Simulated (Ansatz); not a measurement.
```xyz
12

C     1.4000    0.0000    0.0000
C     0.7000    1.2124    0.0000
C    -0.7000    1.2124    0.0000
C    -1.4000    0.0000    0.0000
C    -0.7000   -1.2124    0.0000
C     0.7000   -1.2124    0.0000
F     4.0000    0.0000    0.0000
H     1.2425    2.1521    0.0000
H    -1.2425    2.1521    0.0000
H    -2.4850    0.0000    0.0000
H    -1.2425   -2.1521    0.0000
H     1.2425   -2.1521    0.0000
```

Basis set: def2-SVP. Charge 0. Computed with Ansatz (development build ahead of 0.2.0); the lowest solution found for each multiplicity.

(1) How do the multiplicities compare at this shape? Give, from the lowest of each method, PBE0 (unrestricted) for 1, 3; PBE0 (restricted) for 1, 3; HF (unrestricted) for 1, 3; HF (restricted) for 1, 3.

## Answers

(1)

```json
{"method": "PBE0, unrestricted", "multiplicity": "1", "E (eV)": "0.000", "<S²>": "0.68"}
{"method": "PBE0, unrestricted", "multiplicity": "3", "E (eV)": "0.627", "<S²>": "2.01"}
{"method": "PBE0, restricted", "multiplicity": "1", "E (eV)": "0.000", "<S²>": "0.00"}
{"method": "PBE0, restricted", "multiplicity": "3", "E (eV)": "0.142", "<S²>": "2.00"}
{"method": "HF, unrestricted", "multiplicity": "1", "E (eV)": "0.000", "<S²>": "1.64"}
{"method": "HF, unrestricted", "multiplicity": "3", "E (eV)": "0.187", "<S²>": "2.68"}
{"method": "HF, restricted", "multiplicity": "1", "E (eV)": "2.554", "<S²>": "0.00"}
{"method": "HF, restricted", "multiplicity": "3", "E (eV)": "0.000", "<S²>": "2.00"}
```

Caution: other spin multiplicities may lie lower. Caution for PBE0, unrestricted, PBE0, restricted: charge can spread falsely over distant fragments. Caution for PBE0, unrestricted, HF, unrestricted: the unrestricted determinant is spin contaminated. Caution for PBE0, restricted, HF, restricted: an unrestricted determinant lies well below. Caution for HF, unrestricted: the unrestricted determinant is a mixture of spin states.
